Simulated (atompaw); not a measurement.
## Before and after: PAW (atompaw) potential for Ag

silver, PAW, made with atompaw 4.2.0.5 (PBE, scalar-relativistic). Core [Ar] 3d10, reference 4s2 4p6 4d10 5s1 5p0. Waves: 4s (bound): rc 1.55 bohr; 5s (bound): rc 1.55 bohr; 4p (bound): rc 1.40 bohr; 5p (bound, empty): rc 1.55 bohr; 4d (bound): rc 1.55 bohr; 4d channel at 0.2 Ry: rc 1.55 bohr. Local part: bessel scheme, radius 1.45 bohr. Core correction: smooth core density matched at 1.30 bohr. Augmentation charge: sinc compensation charge, radius 1.25 bohr; PAW radius 1.55 bohr; waves and projectors: modrrkj vanderbiltortho.

Change: core [Kr], valence charge 11; reference 4d10 5s1 5p0; waves now 5s (bound): rc 2.55 bohr; 5s channel at 1.95 Ry: rc 2.55 bohr; 5p (bound): rc 2.55 bohr; 5p channel at 2.3 Ry: rc 2.55 bohr; 4d (bound): rc 2.55 bohr; 4d channel at 3.25 Ry: rc 2.25 bohr; local potential bessel scheme, radius 2.30 bohr; core correction smooth core density matched at 1.50 bohr; augmentation sinc compensation charge, radius 2.25 bohr; PAW radius 2.55 bohr; waves and projectors: modrrkj vanderbiltortho.

Cutoffs: the cutoffs (Ry, on a coarse ladder) from which the occupation-weighted sum of valence levels, in a spherical-Bessel basis at the reference potential, stays within 10 and 1 mRy of its value at 400 Ry; they do not see the model core or the augmentation charge, which bear on the density cutoff.

What does the change do?

The potential gets softer (50 Ry and 100 Ry → 15 Ry and 25 Ry); neither file shows a bound ghost. The shells moved into the core no longer need plane waves of their own. Several settings change at once here, so the effects cannot be laid on one of them.

| quantity | base | changed |
| --- | --- | --- |
| cutoff, loose | 50 Ry | 15 Ry |
| cutoff, tight | 100 Ry | 25 Ry |
| bound ghosts | none | none |
| lowest overlap eigenvalue by channel | s 0.54, p 0.89, d 0.00 | s 0.16, p 0.04, d 1.00 |

 The cutoffs see the waves, projectors and local potential, not the compensation charge or the core.
